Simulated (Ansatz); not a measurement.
Frontier orbitals of `C#CN[SiH3]`.

```xyz
9

C     2.010    0.945   -0.809
C     0.937    0.823   -0.279
N    -0.255    0.629    0.296
Si   -1.064   -0.912    0.322
H     2.957    1.065   -1.275
H    -0.674    1.437    0.728
H    -2.337   -0.667    1.044
H    -1.328   -1.392   -1.057
H    -0.247   -1.927    1.032
```

Total charge 0; spin multiplicity 1. All single points use the PBE0-D4/def2-TZVP geometry. Basis def2-TZVPP, the Gaussian-basis code of Ansatz.

```tsv
functional	HOMO (eV)	LUMO (eV)	gap (eV)
PBE	-5.35	-0.81	4.54
r2SCAN	-5.56	-0.35	5.21
PBE0	-6.54	0.05	6.59
r2SCANh	-6.01	-0.07	5.94
ωB97X-V	-8.84	2.03	10.87
ωB97M-V	-8.75	1.66	10.41
```

Against PBE, PBE0 changes HOMO and LUMO by −1.19 and +0.86 eV, ωB97M-V by −3.40 and +2.47 eV. A gap of 4.54 eV thus becomes 10.41 eV for the same molecule, so an orbital gap means little without its functional. A positive LUMO is unbound and depends on the basis.
